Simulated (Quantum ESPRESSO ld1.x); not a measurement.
Input file for ld1.x (Quantum ESPRESSO 7.5):

```
 &input
    zed=61.0,
    iswitch=1,
    rel=2,
    dft='PBE',
    config='[Ne] 3s2',
    rel_dist='average',
    verbosity='high',
    lsmall=.true.,
    prefix='ld1',
    max_out_wfc=37,
    file_charge='ld1.rho',
 /
```

Command: `OMP_NUM_THREADS=1 ld1.x < ld1.in > ld1.out`

It prints (banner and zero overlaps left out):

```
     Program LD1 v.7.5 starts

     --------------------------- All-electron run ----------------------------

     dirac relativistic calculation

     atomic number is 61.00
     dft =PBE   lsd =0 sic =0 latt =0  beta=0.20 tr2=1.0E-14
     Exchange-correlation= PBE
                           (   1   4   3   4   0   0   0)
     mesh =2091 r(mesh) = 100.39638 a.u. xmin = -8.00 dx = 0.00800
     1 Ry =  13.60569312 eV, c = 137.03599908

     n l j   nl                  e(Ry)          e(Ha)          e(eV)
     Spin orbit split results
     1 0 0.5 1S 1( 2.00)   -3566.558132418   -1783.279066209 -48525.4954550
     2 0 0.5 2S 1( 2.00)    -782.628381872    -391.314190936 -10648.2015931
     2 1 0.5 2P 1( 2.00)    -757.895166466    -378.947583233 -10311.6890543
     2 1 1.5 2P 1( 4.00)    -715.230517404    -357.615258702  -9731.2069320
     3 0 0.5 3S 1( 2.00)    -319.090304466    -159.545152233  -4341.4447611
     Averaged results
     1 0     1S 1( 2.00)   -3566.558132418   -1783.279066209 -48525.4954550
     2 0     2S 1( 2.00)    -782.628381872    -391.314190936 -10648.2015931
     2 1     2P 1( 6.00)    -729.452067091    -364.726033545  -9924.7009728
     3 0     3S 1( 2.00)    -319.090304466    -159.545152233  -4341.4447611

     final scf error:  1.2E-17 reached in  17 iterations

     Etot =  -15149.488689 Ry,   -7574.744344 Ha, -206119.294072 eV

     Ekin =   16673.437847 Ry,    8336.718923 Ha,  226853.678646 eV
     Encl =  -33096.322158 Ry,  -16548.161079 Ha, -450298.402786 eV
     Eh   =    1503.421663 Ry,     751.710832 Ha,   20455.093784 eV
     Exc  =    -230.026040 Ry,    -115.013020 Ha,   -3129.663717 eV
```

Run on one thread of a shared host, so times are rough (Intel(R) Xeon(R) Processor @ 2.60GHz): 0.53 s of CPU time, 0.56 s wall, 17 iterations on 2091 mesh points.
